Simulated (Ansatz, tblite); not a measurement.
Removing an electron: SnSe₂⁻. Charge -1, multiplicity 2. Geometry: r2SCAN-D4/def2-TZVPD. Ansatz, gas phase; energy differences of separate SCF runs; the oxidised species is a singlet (the triplet lies 0.33 eV higher at PBE0-D4/def2-TZVPD).

```xyz
3

Sn    0.5329    0.3403    0.2747
Se   -0.4148    1.3473   -1.7291
Se   -0.1181   -1.6876    1.4543
```

In the def2 sets Sn takes a core potential; there is no spin–orbit coupling. The xTB rows come from tblite. The structure comes from a short search, and lower isomers may exist.

```
               level  −HOMO (eV)  vertical IE (eV)  −LUMO (eV)  HOMO–LUMO gap (eV)                                 remarks
            GFN1-xTB           –              5.78           –                   –                                       –
            GFN2-xTB           –              7.90           –                   –                                       –
   PBE-D4/def2-TZVPD        0.54              2.95       -0.05                0.59  restricted singlet, untested (singlet)
r2SCAN-D4/def2-TZVPD        0.81              3.15       -0.19                1.00  restricted singlet, untested (singlet)
  PBE0-D4/def2-TZVPD        1.48              3.17       -0.70                2.18  restricted singlet, untested (singlet)
```

  HOMO and LUMO are the levels of the spin that leaves or enters (xTB has no such levels and no spin-polarisation term). Other spin states of the ions may lie lower, which would lower the ionisation energy or raise the affinity. Raw xTB energy differences between charge states are shifted by several eV; the methods need an empirical correction for them.
